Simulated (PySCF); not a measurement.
**Iron: a sound run and one with changed settings**

Sound run: Fe [Ar] 3d6 4s2, Fe⁺ [Ar] 3d6 4s1. All numbers are calculated (PySCF 2.14, the non-relativistic Hamiltonian (point nucleus), in def2-SVP (5s3p2d1f, 31 functions)). In the sound run the correlated levels freeze [Ar]. The sound run starts from symmetry-adapted Hartree-Fock orbitals and uses a fine grid where one is needed.

Changed run: the spin-free X2C one-electron Hamiltonian (Gaussian nucleus). This setting is unsound on purpose.

| species | method | sound run (hartree) | changed run (hartree) | converged |
| --- | --- | --- | --- | --- |
| Fe | UHF | -1262.26059 | -1269.61333 | yes |
| Fe | PBE0 | -1263.25926 | -1270.61237 | yes |
| Fe | r2SCAN | -1263.45063 | -1270.80284 | yes |
| Fe | MP2 | -1262.36568 | -1269.71870 | yes |
| Fe⁺ | UHF | -1262.02868 | -1269.37855 | yes |
| Fe⁺ | PBE0 | -1262.98528 | -1270.33473 | yes |
| Fe⁺ | r2SCAN | -1263.17756 | -1270.52700 | yes |
| Fe⁺ | MP2 | -1262.10870 | -1269.45853 | yes |

Ionisation energy of Fe:

```
 method  sound run (eV)  changed run (eV)
    UHF           6.311             6.389
   PBE0           7.455             7.555
 r2SCAN           7.431             7.506
    MP2           6.993             7.080
SCS-MP2           7.104             7.192
```

Most of the change in total energy is the relativistic energy itself. On top of that the contraction fixes the core shape for the Hamiltonian it was made with, so the changed run is not a good calculation with the other Hamiltonian either.

For comparison, NIST gives 7.902 eV between the lowest levels.
